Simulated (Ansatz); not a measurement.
`S[SiH]1CN1` + H₂ → `C1N[SiH2]1` + H₂S at 600 K and 1 bar (hydrogenolysis of the Si–S bond).

Program: Ansatz. Geometries: PBE0-D4/def2-TZVP. ΔE: electronic, gas phase. CCSD(T)/CBS adds triple-zeta CCSD(T) − MP2 to the extrapolated MP2 energy (def2 sets, frozen cores). This one scheme is used for every species. Each species was taken in one conformer, which may not be the lowest.

```csv
species,CCSD(T)/CBS energy (Eh),H − E (kJ/mol),S (J/(mol·K))
`S[SiH]1CN1`,-782.61161,212.2,393.8
H₂,-1.17544,43.9,150.8
`C1N[SiH2]1`,-384.79623,195.0,330.8
H₂S,-398.97279,60.8,230.9
```

H − E and S are ideal-gas, rigid-rotor, harmonic terms from PBE0-D4/def2-TZVP, for one conformer and one mirror image of each species. The MP2-based limit puts H₂ 0.8 mEh under its directly extrapolated value; such offsets cancel only in part. 1 Eh = 2625.50 kJ/mol, R = 8.31446 J/(mol·K).

Question: By hand: ΔE, ΔH, ΔS and ΔG.

Answer: ΔE = (-384.79623) + (-398.97279) − (-782.61161) − (-1.17544) = 0.01803 Eh = 47.3 kJ/mol. Δ(H − E) = 195.0 + 60.8 − 212.2 − 43.9 = -0.3, so ΔH = 47.0 kJ/mol. ΔS = 330.8 + 230.9 − 393.8 − 150.8 = 17.1 J/(mol·K). ΔG = 47.0 − 600 × (17.1)/1000 = 36.7 kJ/mol.

Question: By hand: the equilibrium constant, and the temperature at which ΔG would vanish if ΔH and ΔS stayed fixed.

Answer: log₁₀ K = −ΔG/(RT ln 10) = -3.2. ΔG = 0 at ΔH/ΔS = 2749 K, far beyond where these terms or the molecules hold.

ΔH outweighs TΔS. A doubt of 5 kJ/mol in ΔE shifts log₁₀ K by 0.4 here. Other conformers and mirror images would add mixing entropy, several J/(mol·K) or more a flexible species. These are equilibria of isolated gas molecules and say nothing of rates. Largest T1 diagnostic: 0.012 (customary marks: 0.02 for closed shells, 0.045 for open ones).
